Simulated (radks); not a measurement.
Rh XIV, 32 electrons, occupied as [Ar] 3d10 4s2 4p2.

Method: non-relativistic Kohn-Sham, PBE, spin-polarised, spherical densities, point nucleus; open shells are filled with parallel spins first (spin-orbit coupling, left out, can overturn this in heavy ions); relativity is left out, which matters for an element this heavy; computed with a radial shooting solver on a logarithmic mesh with Libxc functionals.

Energy parts (hartree):
total: -4629.98267
kinetic: 4628.41051
electron-nucleus: -10676.82230
Hartree: 1544.51535
exchange-correlation: -126.08623

Orbitals (lengths in bohr, moments of r in powers of bohr; <r^-3> diverges for s and p1/2):
\begin{tabular}{lrrrr}
orbital & occ. & eigenvalue (hartree) & <r^-3> & <r> \\ \hline
1s up & 1 & -832.9645 & - & 0.03385 \\
1s down & 1 & -832.9433 & - & 0.03385 \\
2s up & 1 & -127.5771 & - & 0.1472 \\
2s down & 1 & -127.5651 & - & 0.1472 \\
2p up & 3 & -119.0857 & 2888 & 0.1259 \\
2p down & 3 & -119.0656 & 2888 & 0.1259 \\
3s up & 1 & -31.06411 & - & 0.4003 \\
3s down & 1 & -31.03825 & - & 0.4001 \\
3p up & 3 & -27.69937 & 503.8 & 0.3925 \\
3p down & 3 & -27.67018 & 504.0 & 0.3922 \\
3d up & 5 & -21.51929 & 77.73 & 0.3646 \\
3d down & 5 & -21.49013 & 77.84 & 0.3641 \\
4s up & 1 & -11.88320 & - & 0.8977 \\
4s down & 1 & -11.70376 & - & 0.8979 \\
4p up & 2 & -10.71003 & 115.0 & 0.9270 \\
4p down & 0 & -10.53224 & 115.3 & 0.9283 \\
\end{tabular}

The highest occupied level is 4p up at -291.43 eV. For comparison, the ionisation energy in NIST's Atomic Spectra Database is 306 eV (theoretical). In exact Kohn-Sham theory the highest level is minus the ionisation energy, but local and semilocal functionals leave it too shallow, through self-interaction and a potential that decays too fast; potentials with the right tail come closer. The spin density at the nucleus is -1.3987 e/bohr^3 (1s -0.8827, 2s 0.1700, 3s -0.0508, 4s -0.6352). Virial ratio -V/T = 2.00034. The electron density at the nucleus is 6.388e+04 e/bohr^3. The density falls to 0.001 e/bohr^3 at r = 1.98 bohr.
